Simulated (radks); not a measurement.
The numbers below are computed, except where a source is named.
Problem. La+, 56 electrons, occupied as [Xe] 5d2 (the NIST ground configuration). Code: a radial shooting solver on a logarithmic mesh with Libxc functionals. Model: scalar-relativistic Kohn-Sham, OLYP, spin-unpolarised, spherical densities, point nucleus. Some entries of the table are withheld. Estimate them.

orbital,occ.,eigenvalue (hartree),<r> (bohr)
1s,2,-1424.152,0.02507
2s,2,(1),0.1074
2p,6,-203.4965,0.09424
3s,2,-48.69470,0.2851
3p,6,(2),(3)
3d,10,-30.41897,0.2597
4s,2,-9.95026,0.6537
4p,6,-7.50715,0.6923
4d,10,-3.97252,(4)
5s,2,-1.57093,1.561
5p,6,-0.96771,1.807
5d,2,(5),(6)

Solution. 
(1) 2s eigenvalue (hartree): -227.0054
(2) 3p eigenvalue (hartree): -41.18814
(3) 3p <r> (bohr): 0.2831
(4) 4d <r> (bohr): 0.7658
(5) 5d eigenvalue (hartree): -0.25637
(6) 5d <r> (bohr): 2.896
